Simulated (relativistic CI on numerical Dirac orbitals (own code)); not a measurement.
**One change at a time: Hg³³⁺**

Base calculation: Dirac-Coulomb-Breit CI, orbitals from a KLI potential per configuration, QED by a radiative potential, unscaled Slater integrals.

Configuration list (outside the closed core [Ar] 3d10): 4s²4p⁶4d¹⁰4f, 4s²4p⁶4d⁹4f², 4s²4p⁶4d¹⁰5s, 4s²4p⁵4d¹⁰4f², 4s²4p⁶4d¹⁰5p, 4s²4p⁶4d¹⁰5d, 4s4p⁶4d¹⁰4f², 4s²4p⁴4d¹⁰4f³, 4s²4p⁶4d⁹4f5s, 4s²4p⁶4d⁹5s², 4s²4p⁶4d¹⁰5f, 4s²4p⁶4d⁸4f²5s, 4s²4p⁶4d⁹4f5p, 4s²4p⁶4d⁹5s5p, 4s²4p⁶4d¹⁰5g, 4s²4p⁶4d¹⁰6s. Levels of other configurations are missing.

The lowest level and the first level of each name with at least 55 % of one term (blank where a level has no safe partner in the second run):

```tsv
Level	Base (cm⁻¹)	Shift (cm⁻¹)
4s²4p⁶4d¹⁰4f ²F°5/2	0	0
4s²4p⁶4d¹⁰4f ²F°7/2	50722	-186
4s²4p⁶4d¹⁰5s ²S1/2	1776819	-5595
4s²4p⁶4d⁹4f² ⁴F3/2	1791382	+309
4s²4p⁶4d⁹4f² ⁴F5/2	1796245	+319
4s²4p⁶4d⁹4f² ⁴F9/2	1857990	+150
4s²4p⁶4d⁹4f² ⁴K15/2	1869759	+157
4s²4p⁶4d⁹4f² ⁴K17/2	1891456	+80
4s²4p⁶4d⁹4f² ²D3/2	1912941	+166
4s²4p⁶4d⁹4f² ²F7/2	1936449	+50
4s²4p⁶4d⁹4f² ²L17/2	1936707	+57
4s²4p⁶4d⁹4f² ²I13/2	1939944	+4
4s²4p⁶4d⁹4f² ⁴I15/2	1941795	+35
4s²4p⁶4d⁹4f² ²K15/2	2001397	+77
```

At this charge energies of transitions that change n are usually good to better than 1 %, and those within a shell (Δn = 0) to a few per cent.

Problem. One thing was changed in a second run, which moved the levels as shown. Which?
A. configuration mixing switched off
B. QED terms removed
C. Breit term removed

Solution. B. QED terms removed. QED shifts follow the density of s (and p1/2) electrons at the nucleus, so configurations move by their count of such electrons; where none moves, the smaller shifts of p3/2 electrons and of j = l + 1/2 against j = l − 1/2 set the pattern.

LS names give the leading component of a level, which can be under half, so a name can repeat, a term be missing and a line seem to break the LS rules.
